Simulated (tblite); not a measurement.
C14H12BN (O, S, Se, B, Si, P-doped PAH), SMILES CB1C=C2C=C3C2=c2c1cccc2=CN3C at step 3 of a GFN2-xTB optimisation (tblite, gas phase), coordinates in Å:

```
  1 C    -3.803   -1.350   -0.122
  2 B    -2.239   -1.117    0.127
  3 C    -1.290   -2.309    0.526
  4 C     0.046   -2.036    0.620
  5 C     1.486   -2.270    0.806
  6 C     1.807   -0.912    0.514
  7 C     0.437   -0.663    0.355
  8 C    -0.204    0.442   -0.006
  9 C    -1.624    0.344   -0.157
 10 C    -2.186    1.518   -0.570
 11 C    -1.379    2.685   -0.812
 12 C    -0.023    2.711   -0.666
 13 C     0.689    1.544   -0.243
 14 C     2.051    1.366   -0.088
 15 N     2.660    0.145    0.312
 16 C     4.102   -0.049    0.316
 17 H    -3.999   -1.432   -1.197
 18 H    -4.415   -0.527    0.253
 19 H    -4.153   -2.268    0.349
 20 H    -1.603   -3.342    0.705
 21 H     2.079   -3.128    1.047
 22 H    -3.248    1.569   -0.723
 23 H    -1.886    3.588   -1.132
 24 H     0.557    3.588   -0.867
 25 H     2.674    2.231   -0.295
 26 H     4.454   -0.341   -0.682
 27 H     4.386   -0.847    1.015
 28 H     4.624    0.861    0.618
```

Question: What are the forces on the atoms (eV/Å)?

Answer: 
```
  1 C     0.37   -0.02    0.12
  2 B     0.07   -0.10   -0.12
  3 C     0.55   -0.11    0.06
  4 C    -0.03    0.29    0.03
  5 C     0.29   -0.28    0.04
  6 C     0.02    0.08    0.01
  7 C    -0.24    0.01    0.02
  8 C    -0.08   -0.03   -0.03
  9 C     0.14    0.12   -0.01
 10 C     0.09   -0.07    0.04
 11 C     0.23   -0.14    0.09
 12 C    -0.16    0.02   -0.01
 13 C    -0.04   -0.13    0.00
 14 C    -0.34   -0.20    0.02
 15 N    -0.25   -0.17   -0.02
 16 C    -0.14    0.06   -0.04
 17 H     0.03    0.02    0.24
 18 H     0.08   -0.10   -0.09
 19 H    -0.05    0.06   -0.10
 20 H    -0.22    0.35   -0.09
 21 H     0.04   -0.09    0.01
 22 H    -0.24    0.23   -0.10
 23 H     0.03   -0.09    0.01
 24 H     0.02    0.48   -0.12
 25 H     0.29   -0.48    0.17
 26 H    -0.03    0.07    0.07
 27 H    -0.29    0.17   -0.13
 28 H    -0.13    0.04   -0.05
```
